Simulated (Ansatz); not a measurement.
Stepwise reaction of `C[SiH](F)N[SiH3]` with water, as a gas-phase model of exchange steps in deposition or etching. ΔE in kJ/mol.

Program: Ansatz. Geometries: PBE0-D4/def2-TZVP. ΔE: electronic, gas phase. CBS: MP2 limit from def2 TZ/QZ plus the TZ coupled-cluster correction, frozen cores. This one scheme is used for every species. DFT in def2-TZVPP. B3LYP here is the variant with VWN-RPA as its local correlation; programs differ in this. Each species was taken in one conformer, which may not be the lowest.

```
step                                             reaction  PBE-D4  B3LYP-D4  ωB97M-V  CCSD(T)/CBS
   1  `C[SiH](F)N[SiH3]` + H₂O → `C[SiH](F)N[SiH2]O` + H₂   -86.1     -91.9    -92.8        -89.3
```

Task: Give the row of step 2, `C[SiH](F)N[SiH2]O` + H₂O → `C[SiH](F)N[SiH](O)O` + H₂. (Estimate.)

Result: Computed: 
```tsv
step	reaction	PBE-D4	B3LYP-D4	ωB97M-V	CCSD(T)/CBS
2	`C[SiH](F)N[SiH2]O` + H₂O → `C[SiH](F)N[SiH](O)O` + H₂	-92.3	-98.0	-99.9	-96.5
```

Task: By hand: ΔE of the 2 steps together at CCSD(T)/CBS.

Result: (-89.3) + (-96.5) = -185.8 kJ/mol, or -92.9 kJ/mol a step.

In ΔE each step is lower than the one before. All are downhill at CCSD(T)/CBS. PBE-D4 differs from CCSD(T)/CBS by 3.2 to 4.2 kJ/mol a step. Isolated molecules leave out the surface, adducts and barriers. Largest T1 diagnostic: 0.011.
